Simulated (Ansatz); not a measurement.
One change: `C[NH][In]([F])[F]` becomes `[F][In]([F])[SeH]`.

Ansatz, PBE0-D4/def2-TZVP geometries, multiplicity 1. Each molecule was computed in one conformer, which needn't be the lowest.

Elements past krypton have def2 core potentials. Scalar relativity is left out up to krypton. Spin–orbit coupling is left out; it splits and shifts lone-pair levels of the heavy atoms by tenths of an eV.

```
                                      property  `C[NH][In]([F])[F]`
             LUMO energy (PBE/def2-TZVPP) / eV                -3.09
          HOMO–LUMO gap (PBE0/def2-TZVPP) / eV                 5.26
size of the dipole moment (PBE/def2-TZVPP) / D                 4.04
         HOMO energy (ωB97M-V/def2-TZVPP) / eV                -9.75
           HOMO energy (B3LYP/def2-TZVPP) / eV                -7.24
             HOMO energy (PBE/def2-TZVPP) / eV                -6.09
```

Question: What does the change do to each property? (Estimate.)

Answer: Computed: 
```tsv
property	`[F][In]([F])[SeH]`	shift
LUMO energy (PBE/def2-TZVPP) / eV	-3.54	-0.45
HOMO–LUMO gap (PBE0/def2-TZVPP) / eV	5.48	0.22
size of the dipole moment (PBE/def2-TZVPP) / D	3.07	-0.97
HOMO energy (ωB97M-V/def2-TZVPP) / eV	-10.30	-0.55
HOMO energy (B3LYP/def2-TZVPP) / eV	-7.93	-0.69
HOMO energy (PBE/def2-TZVPP) / eV	-6.97	-0.88
```

With PBE0 the HOMO falls by 0.72 eV and the LUMO falls by 0.50 eV, so the gap widens by about 0.22 eV. PBE moves the HOMO by -0.88 eV and ωB97M-V by -0.55 eV. The zero-point energy changes by -119.5 kJ/mol with -12 modes. Dipoles are sizes alone; their direction can turn.

B3LYP here is the variant with VWN-RPA as its local correlation; programs differ in this.
